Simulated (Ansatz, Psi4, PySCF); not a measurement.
C3H8Si, charge -1, doublet, geometry from GFN2-xTB (a state made from the parent by changing its charge; the spin is typed, not shown lowest). Base run: MP2/cc-pVDZ in PySCF.

PySCF was given this input:
```python
from pyscf import gto, scf, mp

mol = gto.Mole()
mol.atom = '''
    C     0.873590    0.230566    1.039059
    C     1.006530   -0.637008   -0.205170
    Si   -0.794151   -0.269222   -0.784211
    C    -0.320921    1.093629    0.649329
    H     1.785977    0.792406    1.308709
    H     0.617169   -0.396613    1.902761
    H     1.773126   -0.246087   -0.884260
    H     1.290369   -1.675189    0.016458
    H    -1.857565   -0.973564   -0.002385
    H    -0.870990   -1.228733   -2.017227
    H     0.017577    2.063452    0.261074
    H    -0.992741    1.310315    1.494512
'''
mol.basis = 'cc-pvdz'
mol.charge = -1
mol.spin = 1
mol.verbose = 3
mol.build()

mf = scf.UHF(mol)
mf.kernel()

pt = mp.MP2(mf)
pt.kernel()
print('E(MP2) = %.10f' % pt.e_tot)
```

The same geometry, method and basis name were run in Ansatz (a first-principles code) and Psi4 and PySCF, at each program's defaults and at the settings that a row names. The base is PySCF at its defaults. Differences at the defaults can come from grids, fitting, cores and function types together.

| code and settings | ΔE vs base (mEh) | basis functions | E (Eh) | SCF cycles |
|---|---|---|---|---|
| PySCF, defaults (exact integrals, spherical functions, all electrons correlated) | 0.000 | 100 | -407.64171 | 13 |
| Psi4, defaults (density fitting with its default set, spherical functions, all electrons correlated) | 0.251 | 100 | -407.64146 | 15 |
| Ansatz, defaults (factorised integrals, spherical functions, frozen core) | 15.592 | 100 | -407.62612 | - |
| PySCF, frozen core | 15.586 | 100 | -407.62612 | 13 |
| Psi4, exact integrals, spherical functions, frozen core | 15.586 | 100 | -407.62612 | 15 |
| Ansatz, high accuracy, frozen core | 15.586 | 100 | -407.62612 | - |

Open shells are given as the SCF converged; they aren't shown to be the lowest states, and a large step between rows can be another state.
